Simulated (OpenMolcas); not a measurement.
**InN2H5: a line through the functionals**

InN2H5: 8 atoms, total charge 0, spin state singlet. SMILES: `[NH2][InH][NH2]`. Geometry: relaxed at PBE0-D4/def2-TZVP.

The HOMO–LUMO gap y, in eV, basis def2-SVP with a core potential; a is the functional's share of exact exchange. Programs: OpenMolcas 26.06.

| functional | program | a | y (eV) |
| --- | --- | --- | --- |
| PBE | OpenMolcas | 0 | 4.09 |
| BLYP | OpenMolcas | 0 | 4.00 |
| B3LYP | OpenMolcas | 0.2 | 5.64 |
| PBE0 | OpenMolcas | 0.25 | ? |
| BHLYP | OpenMolcas | 0.5 | 8.10 |

Question: Fit y = c + s·a to the known rows and predict PBE0.

Answer: 
1. Means of the 4 rows: a = 0.1750, y = 5.457.
2. Σ(Δa)² = 0.1675, Σ(Δa·Δy) = 1.3577, so the slope is 1.3577/0.1675 = 8.1057.
3. Intercept: 5.457 − (8.1057) × 0.1750 = 4.039. The largest residual of the fit is 0.051.
4. PBE0: 4.039 + (8.1057) × 0.25 = 6.07 eV.

The run gave 6.17 eV, so the prediction is off by -0.10 eV, more than the largest residual. Exact exchange lowers occupied levels and raises empty ones. The rows mix families of semi-local functionals, which the line can't see.
